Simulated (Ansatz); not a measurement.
Reaction (formal exchange of groups at a Ge–O bond): `[OH][GeH2][SiH3]` + `FCF` → `F[CH](F)[GeH2][SiH3]` + H₂O

Program: Ansatz. Geometries: PBE0-D4/def2-TZVP. ΔE: electronic, gas phase. CBS: MP2 limit from def2 TZ/QZ plus the TZ coupled-cluster correction, frozen cores. This one scheme is used for every species. Functionals use def2-TZVPP. B3LYP here is the variant with VWN-RPA as its local correlation; programs differ in this. For Ge outer-core shells are correlated without core-valence functions, which leaves a few kJ/mol of doubt a bond. Scalar relativity is left out up to krypton. One conformer a species, not always the lowest.

`[OH][GeH2][SiH3]`:

Cartesian coordinates in Å:
```
O -0.283 -0.069 2.113
Ge -0.909 0.188 0.455
Si 0.882 0.057 -1.121
H 0.065 -0.955 2.240
H -1.998 -0.867 0.154
H -1.546 1.584 0.522
H 0.361 0.217 -2.505
H 1.540 -1.273 -1.008
H 1.887 1.117 -0.850
```

`FCF`:

```xyz
5

F     1.004   -0.142    0.828
C    -0.040   -0.057   -0.025
F    -0.233    1.242   -0.343
H     0.204   -0.610   -0.936
H    -0.936   -0.433    0.476
```

`F[CH](F)[GeH2][SiH3]`:

```xyz
11

F     1.127   -1.989   -0.318
C     0.139   -1.407   -1.056
F    -1.043   -1.952   -0.651
Ge    0.125    0.570   -0.743
Si   -0.227    0.984    1.572
H     0.295   -1.698   -2.101
H    -0.994    1.153   -1.624
H     1.477    1.110   -1.241
H     0.864    0.361    2.363
H    -1.535    0.418    1.988
H    -0.229    2.451    1.811
```

H₂O:

```xyz
3

O     0.029    0.358   -0.149
H    -0.220   -0.447   -0.608
H     0.191    0.088    0.757
```

```json
{"level": "PBE-D4", "ΔE (kJ/mol)": "43.5", "difference from CCSD(T)/CBS": "-4.4"}
{"level": "r2SCAN-D4", "ΔE (kJ/mol)": "50.2", "difference from CCSD(T)/CBS": "2.3"}
{"level": "PBE0-D4", "ΔE (kJ/mol)": "47.5", "difference from CCSD(T)/CBS": "-0.4"}
{"level": "B3LYP-D4", "ΔE (kJ/mol)": "51.9", "difference from CCSD(T)/CBS": "4.0"}
{"level": "ωB97X-V", "ΔE (kJ/mol)": "52.7", "difference from CCSD(T)/CBS": "4.8"}
{"level": "ωB97M-V", "ΔE (kJ/mol)": "49.1", "difference from CCSD(T)/CBS": "1.2"}
{"level": "B2PLYP", "ΔE (kJ/mol)": "57.9", "difference from CCSD(T)/CBS": "10.0"}
{"level": "PBE", "ΔE (kJ/mol)": "47.0", "difference from CCSD(T)/CBS": "-0.9"}
{"level": "r2SCAN", "ΔE (kJ/mol)": "51.3", "difference from CCSD(T)/CBS": "3.4"}
{"level": "PBE0", "ΔE (kJ/mol)": "50.7", "difference from CCSD(T)/CBS": "2.8"}
{"level": "B3LYP", "ΔE (kJ/mol)": "57.4", "difference from CCSD(T)/CBS": "9.5"}
{"level": "HF/def2-TZVPP", "ΔE (kJ/mol)": "76.7", "difference from CCSD(T)/CBS": "28.8"}
{"level": "MP2/def2-TZVPP", "ΔE (kJ/mol)": "54.7", "difference from CCSD(T)/CBS": "6.8"}
{"level": "SCS-MP2/def2-TZVPP", "ΔE (kJ/mol)": "60.2", "difference from CCSD(T)/CBS": "12.3"}
{"level": "CCSD/def2-TZVPP", "ΔE (kJ/mol)": "55.0", "difference from CCSD(T)/CBS": "7.1"}
{"level": "CCSD(T)/def2-TZVPP", "ΔE (kJ/mol)": "52.6", "difference from CCSD(T)/CBS": "4.7"}
{"level": "HF/def2-QZVPP", "ΔE (kJ/mol)": "77.8", "difference from CCSD(T)/CBS": "29.9"}
{"level": "MP2/def2-QZVPP", "ΔE (kJ/mol)": "52.3", "difference from CCSD(T)/CBS": "4.4"}
{"level": "SCS-MP2/def2-QZVPP", "ΔE (kJ/mol)": "58.2", "difference from CCSD(T)/CBS": "10.3"}
{"level": "HF/CBS(def2)", "ΔE (kJ/mol)": "77.9", "difference from CCSD(T)/CBS": "30.0"}
{"level": "MP2/CBS(def2)", "ΔE (kJ/mol)": "50.0", "difference from CCSD(T)/CBS": "2.1"}
{"level": "CCSD/CBS(def2)", "ΔE (kJ/mol)": "50.2", "difference from CCSD(T)/CBS": "2.3"}
{"level": "CCSD(T)/CBS", "ΔE (kJ/mol)": "47.9", "difference from CCSD(T)/CBS": "0"}
```

Largest T1 diagnostic among the species: 0.012.

From PBE to PBE0 (25 % exact exchange), in def2-TZVPP and without D4, ΔE moves by +3.7 kJ/mol. In def2-TZVPP, CCSD(T) changes the Hartree–Fock value by −24.1 kJ/mol (the triples alone add −2.4 kJ/mol) and MP2 by −22.0 kJ/mol.
